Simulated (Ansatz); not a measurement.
Species: dichloro(ethynyl)borane, C₂HBCl₂, net charge 0, singlet state. SMILES: C(B(Cl)Cl)#C
Coordinates optimised at B3LYP-D3(BJ)/def2-TZVP (Ansatz, a first-principles code):
```xyz
6

C      2.6767    -0.4806    -0.2009
C      1.4936    -0.2681    -0.1121
B      0.0176    -0.0032    -0.0013
Cl    -0.6291     1.5711    -0.4144
Cl    -1.0668    -1.2666     0.5418
H      3.7210    -0.6680    -0.2793
```

Property: vertical ionisation energy (to the doublet state of charge +1; each state is the SCF solution reached for its spin), in eV. Valence correlation only, unless marked. Open shells are spin-unrestricted. No spin-orbit coupling. No relativistic terms. CBS(X,Y): correlation extrapolated as X^-3; Hartree-Fock from the larger set. [CCSD(T)-MP2]/basis is that difference in the basis named.

RI-MP2/CBS(aug-cc-pV(T+d)Z,aug-cc-pV(Q+d)Z)+[CCSD(T)-MP2]/aug-cc-pV(T+d)Z (Ansatz) gives 11.31 eV.

Task: Another calculation gave 10.64 eV. Which level was it?
A) BHLYP/def2-TZVPD (Ansatz)
B) PBE/def2-TZVPD (Ansatz)
C) B3LYP/def2-TZVPD (Ansatz)
D) CAM-B3LYP/def2-TZVPD (Ansatz)

Result: C, B3LYP/def2-TZVPD (Ansatz). The others give 10.97 (CAM-B3LYP), 10.29 (PBE), 10.83 (BHLYP) eV.
